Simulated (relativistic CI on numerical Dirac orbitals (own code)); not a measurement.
Values are calculated unless marked as measured or tabulated.
**Quantum defects of the ns series of Xe⁵⁺**

Problem. The ns ²S levels with J = 1/2 of Xe⁵⁺ lie at 6s: 223477.8, 7s: 352250.0 cm⁻¹ (Saloman, J. Phys. Chem. Ref. Data 33, 765 (2004)), and the ionisation limit at 537996.0 cm⁻¹ (NIST ASD). Find the quantum defects and predict 8s.

Working.
1. The outer electron sees the charge z = 6; R = 109736.86 cm⁻¹ for this mass. The binding energy T = limit − E defines n* = z√(R/T).
2. Values: 6s: T = 314518.2, n* = 3.5441, δ = n − n* = 2.4559; 7s: T = 185746.0, n* = 4.6118, δ = n − n* = 2.3882.
3. With δ held at 2.3882: E(8s) = limit − Rz²/(8 − δ)² = 412550.5 cm⁻¹.
4. The Ritz form δ = δ₀ + a/n*² through the last two members has a = 2.0764 and δ₀ = 2.2906, so with n* ≈ 8 − 2.3882, δ(8) = 2.3565 and E = 413955.6 cm⁻¹.

Check. The measured level is 413710.0 cm⁻¹ (δ = 2.3621), so the two predictions miss by -1159.5 and 245.6 cm⁻¹. The defect is large because this electron penetrates the core.
